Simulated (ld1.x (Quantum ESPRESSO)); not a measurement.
What one change does to a pseudopotential (Hf, TM)

| Quantity | Value |
| --- | --- |
| Element | hafnium (Hf) |
| Generator | ld1.x (Quantum ESPRESSO) 7.5 |
| Type | norm-conserving Troullier–Martins (Kleinman–Bylander form) |
| Functional | LDA (PZ) |
| Relativity | scalar-relativistic |
| Frozen core | [Xe] 4f14 |
| Valence charge | 4 |
| Reference configuration | 5d2 6s1.5 6p0.5 |
| Partial waves | 6p (bound): rc 3.00 bohr; 5d (bound): rc 2.75 bohr; 6s (bound): rc 2.30 bohr |
| Local potential | the s channel |
| Core correction | a·sin(br)/r model core inside 1.70 bohr |

Change: functional PBE.

Cutoffs: the cutoffs (Ry, on a coarse ladder) from which the occupation-weighted sum of valence levels, in a spherical-Bessel basis at the reference potential, stays within 10 and 1 mRy of its value at 400 Ry; they do not see the model core or the augmentation charge, which bear on the density cutoff. Errors are all-electron minus pseudo energies relative to the spin-unpolarised reference configuration.

Q: What does the change do?

A: The potential gets neither clearly harder nor softer (21 Ry and 30 Ry → 21 Ry and 30 Ry); the number of tests with a reliable result goes from 9 to 7; of the 7 tests that both files solve, the error grows in 2 and shrinks in 0 by more than 15 % and 0.3 meV (median size 9.6 → 11.4 meV); neither file shows a bound ghost.

```tsv
quantity	base	changed
cutoff, loose	21 Ry	21 Ry
cutoff, tight	30 Ry	30 Ry
bound ghosts	none	none
error for 5d2 6s2 6p0, meV [ΔE -1.93 → -1.88 eV]	-0.1	+0.1
error for 5d2 6s1 6p0, meV [ΔE 6.27 → 6.09 eV]	-4.1	-5.5
error for 5d2 6s0 6p0, meV [ΔE 20.77 → 20.27 eV]	-31	-35
error for 5d2.5 6s1.5 6p0, meV [ΔE -0.68 → -0.63 eV]	-13	-14
error for 5d2 6s0 6p1, meV [ΔE 11.07 → 10.77 eV]	-8.0	-9.5
error for 5d1 6s2 6p0, meV [ΔE 4.80 → 4.61 eV]	-27	-31
error for 5d2 6s0 6p2, meV [ΔE 6.15 → 5.98 eV]	-9.6	-11
s: phases at 3.25 bohr within 0.05 rad from the reference energy up to (Ry; the scan ends near 5)	1.1	1.1
p: phases at 3.25 bohr within 0.05 rad from the reference energy up to (Ry; the scan ends near 5)	1.9	1.9
d: phases at 3.25 bohr within 0.05 rad from the reference energy up to (Ry; the scan ends near 5)	1.0	1.0
```
